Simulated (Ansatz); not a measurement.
Cost and result up the ladder for the cluster Cu2H4 (6 atoms). Total charge 0; singlet. Geometry: r2SCAN-D4/def2-TZVP.

```xyz
6

Cu    0.0362   -0.1833    1.6700
Cu    0.0898   -0.2634   -0.6579
H     0.0024    0.0845   -2.2757
H    -0.3082    0.8871    2.6668
H     0.3949   -1.2923    0.5063
H    -0.2151    0.7674   -1.9095
```

Ansatz on 4 threads of Intel Xeon Platinum 8259CL on a shared host. Times are rough, and most runs start from the orbitals of an earlier one. ωB97M-V/def2-TZVP serves as the yardstick here, not as an exact answer. Differences are given only for rows in sets of like size (and for xTB, whose basis is part of the method), since another set adds its own error. Binding counts from free atoms at the same level (Cu doublet, H doublet; other spins of the atoms weren't run), without zero-point energy or a counterpoise term.

The 6-31G sets use Cartesian d functions. LC-ωPBE has ω = 0.4 bohr⁻¹. B3LYP takes the VWN-RPA correlation. Correlated methods freeze 18 core orbitals. In the singlet, H3 and H6 lie 0.80 Å apart (atoms count from 1), so H2 has formed as a molecule. The structure comes from a short search, and lower isomers may exist.

Correlated methods converge slowly with the basis.

| level | functions | binding energy per atom (eV) | difference from ωB97M-V/def2-TZVP (eV) |
| --- | --- | --- | --- |
| CCSD(T)/def2-TZVPP | 184 | 2.00 | -0.01 |
| PBE-D4/def2-TZVPD | 132 | 2.03 | 0.02 |
| PBE0-D4/def2-TZVP | 114 | 1.92 | -0.09 |
| ωB97X-V/def2-TZVP | 114 | 2.00 | -0.02 |
| r2SCAN0-D4/def2-TZVP | 114 | 1.98 | -0.04 |
| r2SCAN-D4/def2-TZVPD | 132 | 2.09 | 0.08 |
| PBE-D4/def2-TZVP | 114 | 2.02 | 0.01 |
| LC-ωPBE/def2-TZVP | 114 | 1.98 | -0.04 |
| ωB97M-V/def2-TZVP (with forces) | 114 | 2.01 | 0.00 |
| PBE0-D4/def2-TZVPD | 132 | 1.93 | -0.08 |
| revPBE-D4/def2-TZVP | 114 | 1.96 | -0.05 |
| PBE0-D4/def2-SVP | 82 | 2.01 | – |
| MP2/def2-TZVP | 114 | 1.89 | -0.12 |
| B3LYP-D4/6-31G | 66 | 2.28 | – |

Task: Estimate how long each takes.

Result: PBE-D4/def2-TZVP 1.3 s; B3LYP-D4/6-31G 1.3 s; revPBE-D4/def2-TZVP 1.4 s; PBE0-D4/def2-SVP 1.5 s; MP2/def2-TZVP 1.6 s; PBE-D4/def2-TZVPD 1.7 s; LC-ωPBE/def2-TZVP 1.9 s; PBE0-D4/def2-TZVPD 2.2 s; r2SCAN-D4/def2-TZVPD 2.8 s; r2SCAN0-D4/def2-TZVP 3.5 s; PBE0-D4/def2-TZVP 3.7 s; ωB97X-V/def2-TZVP 5.5 s; ωB97M-V/def2-TZVP (with forces) 7.5 s; CCSD(T)/def2-TZVPP 35 s. On shared hardware such times vary by a factor of up to 3.
